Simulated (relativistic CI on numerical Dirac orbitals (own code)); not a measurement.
# Ga I: calculation against measurement

Calculated at this level of theory: Dirac-Coulomb-Breit CI, separate exchange-only KLI orbitals for each configuration, a model potential for QED, valence Slater integrals scaled by 0.85, P86 correlation estimate, and configurations built on the next ion tied to the tabulated ionisation energy (semi-empirical) (own radial code, finite nucleus).

CI space (outside the closed core [Ar] 3d10): 4s2.4p, 4s2.5s, 4s2.5p, 4s2.4d, 4s2.6s, 4s2.5d, 4s2.4f, 4s2.5f, 4s.4p2, 4s2.6p, 4s2.6d, 4s2.5g, 4s2.6f, 4p3, 4s.4p.4d. Levels of other configurations are missing.

```
Configuration  Term (tabulated)    J  Measured (cm⁻¹)  Computed  Error  Purity (%)
       4s2.4p               2P°  1/2              0.0         0      0          97
       4s2.4p               2P°  3/2            826.2       695   -131          97
       4s2.5s                2S  1/2          24788.5     24189   -599         100
       4s2.5p               2P°  1/2          33044.1     32267   -777         100
       4s2.5p               2P°  3/2          33155.1     32375   -781         100
       4s2.4d                2D  3/2          34781.7     33821   -960          91
       4s2.4d                2D  5/2          34787.8     33818   -970          95
       4s2.6s                2S  1/2          37584.8     37295   -289         100
```

Measured levels from NIST Handbook of Basic Atomic Spectroscopic Data (Sansonetti and Martin, J. Phys. Chem. Ref. Data 34, 1559 (2005)); pairs were made by configuration, J and term (by order where the table uses no LS term), so strongly mixed levels may be paired wrongly.

Mean error by configuration (cm⁻¹): 4s2.4p -131; 4s2.5s -599; 4s2.5p -779; 4s2.4d -965; 4s2.6s -289. Over the excited levels the mean absolute error is 644 cm⁻¹ (7 of the 7 excited levels that our extract of the source holds in range could be paired), and the median relative error of those above 1,000 cm⁻¹ is 2.4 %.

Transition probabilities of persistent lines. The last column rescales the computed rate by the cube of measured over computed energy:

```
λ measured (Å)           Lower          Upper  A tabulated (s⁻¹)  A computed  A rescaled
   2874.24 air  4s2.4p 2P°_1/2  4s2.4d 2D_3/2           1.17e+08    8.74e+07    9.51e+07
   2943.64 air  4s2.4p 2P°_3/2  4s2.4d 2D_5/2           1.34e+08    1.09e+08    1.17e+08
   2944.17 air  4s2.4p 2P°_3/2  4s2.4d 2D_3/2           2.61e+07    1.75e+07    1.89e+07
   4032.98 air  4s2.4p 2P°_1/2  4s2.5s 2S_1/2           4.85e+07    5.43e+07    5.84e+07
   4172.04 air  4s2.4p 2P°_3/2  4s2.5s 2S_1/2           9.45e+07    1.05e+08    1.11e+08
```
